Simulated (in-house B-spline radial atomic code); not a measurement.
# Ionising the cadmium ion Cd¹⁰⁺ with different functionals

Computed with a radial B-spline atomic code at the basis-set limit: scalar-relativistic (spin-free X2C) Hamiltonian, Fermi nucleus of rms radius 4.6087 fm, spin-polarised at highest spin, spherical fractional occupations for the functionals, the average over the highest-spin determinants for Hartree-Fock. The ionisation energy is the difference of two self-consistent energies, [Kr] 4d2 → [Kr] 4d1, without Breit or QED terms; ε is the level of the shell that loses the electron (its least bound occupied spin orbital). There is no spin-orbit coupling in this Hamiltonian.

Hybrids are left out here: with spherical fractional occupations of an open shell their exact exchange keeps a self-interaction that integer-occupation calculations don't have.

```tsv
method	rung	ΔSCF (eV)	-ε(4d) (eV)
Hartree-Fock	Hartree-Fock	194.40	195.10
LDA VWN5	LDA	195.92	184.71
LDA PW92	LDA	195.90	184.70
LDA exchange-only	LDA	?	?
PBE	GGA	195.81	184.64
PBEsol	GGA	195.77	184.59
BLYP	GGA	195.62	184.42
RPBE	GGA	195.80	184.63
PW91	GGA	195.92	184.74
BP86	GGA	?	?
AM05	GGA	195.78	184.58
OLYP	GGA	196.55	185.36
TPSS	meta-GGA	195.69	184.56
SCAN	meta-GGA	195.61	184.64
r2SCAN	meta-GGA	195.63	184.67
revTPSS	meta-GGA	195.64	184.51
```

Problem. What does LDA exchange-only give?

Solution. ΔSCF 194.04 eV, and -ε(4d) = 182.89 eV.

Problem. What does BP86 give?

Solution. ΔSCF 195.85 eV, and -ε(4d) = 184.67 eV.

Problem. How do they compare with the NIST value?

Solution. NIST lists 195 eV ± 2.4 (tabulated theory, ground level to ground level). Errors run from -0.96 to +1.55 eV; all lie within about twice that uncertainty, so the table can't rank the methods. Hartree-Fock also lacks correlation.
